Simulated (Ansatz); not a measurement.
Ansatz (a quantum-chemistry and plane-wave program) input (PBE0/def2-SVP):

Ansatz 0.2 input:
```yaml
crystal:
  periodic: [false, false, false]
  atoms:
    - {symbol: Te, position_ang: [-0.01161377, -0.05806005, 0.29664959]}
    - {symbol: F, position_ang: [0.40269439, 1.65596319, -0.79263972]}
    - {symbol: N, position_ang: [-0.25377935, -1.49297415, -1.00422763]}
    - {symbol: H, position_ang: [-1.24387820, -1.43372680, -1.26242809]}
basis:
  gaussian:
    orbitals: def2-SVP
hamiltonian:
  xc: {name: PBE0}
total_charge: -1
```

Output:

```
Functional definition: PBE0
integrals: 0.02 GiB planned
654 factors; integrals over basis functions are off by at most 7.7e-4 eV
mean field: 0.18 GiB planned
mean field evaluation 1: about -11503.8537 eV, gradient 4.2e1 eV
mean field evaluation 2: about -11468.5168 eV, gradient 1.1e2 eV
mean field evaluation 4: about -11508.0179 eV, gradient 5.8e0 eV
mean field evaluation 8: about -11508.1960 eV, gradient 6.4e-1 eV
mean field evaluation 16: about -11508.1972 eV, gradient 1.0e-4 eV
mean field -11508.19717379 eV, -422.9184456004 hartree, gradient 1.3e-5 eV, S^2 0.000000; 0 other end points of the search recorded, 0 dependent functions left out
reference -11508.19719100 eV, -422.9184462332 hartree; 21, 21 occupied and 38, 38 virtual orbitals, 654 factors
Total energy: -11508.19719100 eV, -422.9184462332 hartree
```

It need not be the lowest isomer of its formula. Whether it binds its extra electron was not tested at this geometry.
